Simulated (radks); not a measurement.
The numbers below are computed, except where a source is named.
The boron anion B- inside a hard spherical wall (all orbitals vanish at R), configuration held at [He] 2s2 2p2 and not refilled when levels cross. Level of theory: scalar-relativistic Kohn-Sham, PBE, spin-unpolarised, spherical densities, point nucleus (a radial shooting solver on a logarithmic mesh with Libxc functionals). Eigenvalues in eV, with the zero of energy where the potential of the charges vanishes at infinity; a dash marks a level that is unbound or too diffuse for the functional's potential to be trusted. A positive occupied level is held by the wall or, in an anion where self-interaction has pushed it up, behind a barrier. The pressure on the wall is -dE/dV.

R (bohr)  E (hartree)  kinetic (hartree)    e(1s)   e(2s)   e(2p)  e(3s, empty)  e(3p, empty)  pressure (GPa)
20          -24.62007             24.537  -174.55  -3.911   1.517         1.685         2.000         0.00312
12          -24.61215             24.540  -173.42  -2.879   2.430         3.472         4.508          0.0346
10          -24.60604             24.551  -172.83  -2.406   2.886         4.641         6.098           0.102
8           -24.59155             24.584  -171.80  -1.658   3.675         6.969         9.035           0.430
3.5         -23.96424             26.332  -156.02   9.134  16.093        48.535        49.589             136
3           -23.45843             27.526  -148.78  15.357  22.661        71.529        69.625             364
